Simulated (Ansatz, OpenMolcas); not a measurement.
## CH6Sn (SMILES [CH3][SnH3]): the electronic atomisation energy, rung by rung

CH6Sn has 8 atoms, charge 0, and is taken as a singlet. SMILES: `[CH3][SnH3]`. The shape is that of a PBE0-D4/def2-TZVP optimisation.

Each level gives the electronic atomisation energy (eV). The values are calculated. Electronic energies at fixed atoms, without zero-point motion or spin-orbit coupling.

```tsv
level	kind	program	value (eV)
HF/def2-SVP (core potential)	Hartree–Fock	Ansatz	18.16
SVWN5/def2-SVP (core potential)	LDA	Ansatz	27.08
PBE/def2-SVP (core potential)	GGA	Ansatz	23.98
M06-L/def2-SVP (core potential)	meta-GGA	OpenMolcas	24.26
B3LYP/def2-SVP (core potential)	global hybrid	OpenMolcas	23.95
CAM-B3LYP/def2-SVP (core potential)	range-separated hybrid	Ansatz	24.20
HSE06/def2-SVP (core potential)	range-separated hybrid	Ansatz	23.93
MP2/def2-SVP (core potential)	perturbation theory	Ansatz	22.73
BCCD(T)/def2-SVP (core potential)	coupled cluster or CI	Ansatz	23.07
```

The values span 18.16 to 27.08 eV. In the correlated wave-function rows the outer d shell of Sn is correlated, in sets not made for it.
